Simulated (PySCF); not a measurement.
## Structure elucidation problem

An unknown has the formula C₈H₁₀BF. Its calculated NMR data are:

1H NMR (300 MHz, computed): δ 8.03 (m, 2H), 7.08 (m, 2H), 1.30 (s, 6H).

13C{1H} NMR (computed): δ 170.5, 141.0 (2C), 136.8, 116.9 (2C), 11.6 (2C).

Level of theory: shielding tensors at B97-2/pcSseg-1 (GIAO), geometry from PBE0-D3(BJ)/def2-SVP, in PySCF 2.14 (averaged over atoms made equivalent by symmetry, fast rotation or ring inversion, non-relativistic, single conformer, no solvent model).

Referencing at the same level of theory: TMS for 1H (σref 31.38) and 13C (σref 183.69).

What is the structure?

Answers


5 carbon signals for 8 carbons: some carbons are equivalent by symmetry or fast rotation. Carbon types of the structure: 2 × C, 4 × CH, 2 × CH3, which accounts for all hydrogens. δC 170.5: aromatic carbon bearing fluorine; σ withdrawal by the attached heteroatom moves it downfield of the ring CH carbons. δC 141.0, 116.9: aromatic CH. δC 136.8: substituted aromatic carbon. δC 11.6: methyl carbon bonded to B. δH 8.03, 7.08: hydrogen on an aromatic CH; it sits in the deshielding region of the aromatic ring current. δH 1.30: hydrogen on a methyl carbon bonded to B.

Structure: `CB(C)c1ccc(F)cc1`.

The shifts were computed for this structure.

A carbon bonded to boron is broadened by the quadrupolar boron nucleus and is often missing from a measured spectrum. Splittings by 19F in the carbon and heteronuclear signals aren't shown, as no couplings were computed. Shifts are as computed. Against solution values, carbons near 30 ppm lie about +1 ppm off and those near 130 ppm about +2 ppm. Of 1211 compounds with measured shifts, 218 miss one by over three times the rms of a fit or turn the order of signals round; such compounds aren't used in these exercises. No couplings were computed; multiplicities are counted from neighbouring protons, with m where these are inequivalent, close in shift, in a saturated or five-membered ring or joined by F or P, and br s for small geminal =CH2 splittings.
